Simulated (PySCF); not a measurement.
## Telling isomers of C7H11BO2 apart by NMR

How the numbers were obtained: PBE0-D3(BJ)/def2-SVP geometry, GIAO PBE0/pcSseg-1 shieldings, in PySCF 2.14 (single conformer, isolated molecule, no relativistic terms, fast rotation and ring inversion assumed for equivalent nuclei).

Scale: ¹H and ¹³C vs TMS (reference shieldings calculated alike). Where no couplings were computed, multiplicities follow the n + 1 count of equivalent neighbours, and m marks all less simple cases (inequivalent or close neighbours, rings, F or P nearby). Couplings to H on boron are left out. Carbons bonded to boron are broad in practice. Shifts are as computed. Against solution values, carbons near 30 ppm lie about +2 ppm off and those near 130 ppm about +5 ppm. Of 1313 compounds with measured shifts, 239 miss one by over three times the rms of a fit or turn the order of signals round; such compounds aren't used in these exercises.

(1) Tabulate the signals of `[BH2-]1OC=CC(C2CCC2)=[O+]1`, `C=C(C)/C=C\[C@H]1COBO1`, `C=C/C=C\B1OCCCO1` and their relative energies.

(2) What is the quickest way to tell [BH2-]1OC=CC(C2CCC2)=[O+]1 from C=C/C=C\B1OCCCO1?

(3) What is the quickest way to tell C=C(C)/C=C\[C@H]1COBO1 from C=C/C=C\B1OCCCO1?

(4) What is the quickest way to tell [BH2-]1OC=CC(C2CCC2)=[O+]1 from C=C(C)/C=C\[C@H]1COBO1?

Results:

(1) 
```json
{"SMILES": "[BH2-]1OC=CC(C2CCC2)=[O+]1", "carbon types": "1×C 3×CH 3×CH2", "δC": "207.6, 185.4, 101.6, 41.5, 25.8, 17.8", "δH": "7.75 (d, 1H), 5.80 (d, 1H), 3.72 (br, 2H), 2.92 (m, 1H), 2.48 (m, 2H), 2.08 (m, 1H), 2.08 (m, 1H), 2.03 (m, 2H)", "E rel. (kcal/mol)": "36.8"}
{"SMILES": "C=C(C)/C=C\\[C@H]1COBO1", "carbon types": "1×C 3×CH 2×CH2 1×CH3", "δC": "149.2, 139.5, 139.1, 130.5, 75.8, 74.1, 23.9", "δH": "6.09 (d, 1H), 5.64 (m, 1H), 5.44 (m, 1H), 5.33 (m, 1H), 5.30 (m, 1H), 4.23 (m, 1H), 4.17 (br, 1H), 3.66 (m, 1H), 1.90 (s, 3H)", "E rel. (kcal/mol)": "14.1"}
{"SMILES": "C=C/C=C\\B1OCCCO1", "carbon types": "3×CH 4×CH2", "δC": "159.6, 146.4, 132.1, 128.7, 62.7, 29.4", "δH": "7.79 (m, 1H), 6.77 (m, 1H), 5.49 (m, 1H), 5.48 (d, 1H), 5.43 (m, 1H), 4.03 (m, 4H), 1.68 (m, 2H)", "E rel. (kcal/mol)": "0.0"}
```

Energies are electronic energies at PBE0/pcSseg-1 on these geometries, without zero-point or thermal terms, each for the one conformer computed, which needn't be the lowest.

(2) Both give the same number of carbon signals, but DEPT or the intensities differ. The first has a ketone carbonyl carbon (C) at 207.6 ppm, the second a terminal =CH2 carbon at 128.7 ppm. Their most deshielded carbons lie at 207.6 and 159.6 ppm.

(3) Count the carbon signals: 7 against 6. The first has a fully substituted alkene carbon (C) at 149.2 ppm, the second an sp3 CH2 in a ring at 29.4 ppm. Their most deshielded carbons lie at 149.2 and 159.6 ppm. In the proton spectra the most deshielded non-exchanging signals are 6.09 (d, 1H) and 7.79 (m, 1H).

(4) Count the carbon signals: 6 against 7. The first has a ketone carbonyl carbon (C) at 207.6 ppm, the second a terminal =CH2 carbon at 130.5 ppm. Their most deshielded carbons lie at 207.6 and 149.2 ppm. In the proton spectra the most deshielded non-exchanging signals are 7.75 (d, 1H) and 6.09 (d, 1H).
